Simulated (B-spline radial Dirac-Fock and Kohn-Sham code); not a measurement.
# Isotope-shift constants of the inner levels of Zn²⁺

System: Zn²⁺ in the configuration 1s2 2s2 2p6 3s2 3p6 3d10.

The run's input, task.json:

```json
{"items": [{
  "Z": 30,
  "q": 2,
  "cfg": [[1, 0, 2], [2, 0, 2], [2, 1, 6], [3, 0, 2], [3, 1, 6], [3, 2, 10]],
  "A": 64,
  "rrms": 3.9283,
  "do": "isoshift",
  "isotopes": [[64, 63.929141776, 3.9283], [66, 65.926033639, 3.9491], [67, 66.927127422, 3.953], [68, 67.924844232, 3.9658], [70, 69.925319175, 3.9845]]
}]}
```

Command: `python xray2_run.py task.json out`

These are calculated numbers from an atomic code on a B-spline grid; the model is first-order field-shift and mass-shift constants from Dirac-Fock ground and hole states with a Fermi nucleus; the mass shift has no relativistic recoil terms. A binding energy shifts by δE = F·δ⟨r²⟩ + (K_N + K_S)·δ(1/M); F is taken for a change of radius at fixed skin thickness and so holds the higher radial moments.

```csv
level,F (meV/fm²),K_N (meV u),K_S (meV u)
K (1s),-6.516,-5326,2074
L1 (2s),-0.6415,-674.9,-208.6
L2 (2p1/2),0.04919,-590.3,625.2
L3 (2p3/2),0.05223,-577.2,592.9
M1 (3s),-0.09539,-94.58,-68.47
M2 (3p1/2),0.005052,-67.41,62.18
M3 (3p3/2),0.005520,-65.72,54.92
M4 (3d3/2),0.002305,-20.49,33.00
M5 (3d5/2),0.002249,-20.30,32.49
```

Line shifts in meV from A = 64 (mass 63.9291 u, rms radius 3.9283 fm); radii from Angeli and Marinova (2013).

```
 A  mass (u)  radius (fm)    Kα1    Kα2    Kβ1    Lα1
66   65.9260       3.9491      ?      ?      ?      ?
67   66.9271        3.953  +1.01  +1.02  +1.00  +0.01
68   67.9248       3.9658  +1.06  +1.08  +1.05  +0.01
70   69.9253       3.9845  +1.46  +1.49  +1.45  +0.02
```

Task: What are the shifts for A = 66?

Result: Kα1 +0.47 meV (field -1.08, mass +1.55); Kα2 +0.48 meV (field -1.08, mass +1.56); Kβ1 +0.47 meV (field -1.07, mass +1.54); Lα1 +0.01 meV (field +0.01, mass 0.00).
